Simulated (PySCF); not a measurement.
Correlation energy of Zn (zinc, neutral)

[Ar] 3d10 4s1 4p1, high-spin 3P determinant (an excited configuration). All numbers are calculated (PySCF 2.14, scalar relativity through the core potential, in aug-cc-pVDZ-PP with ECP10MDF (5s5p4d2f, 54 functions)). Frozen: 3s2 3p6; 12 electrons correlated.

| level | correlation energy (mhartree) |
| --- | --- |
| CCSD | -388.52 |
| (T) | -10.08 |
| CCSD(T) | -398.60 |

Diagnostics: T1 = 0.013, D1 = 0.0335, largest double amplitude 0.027.

**Question.** Is a single reference adequate?

**Answer.** Yes: T1 lies below 0.03 and no double amplitude reaches 0.07.
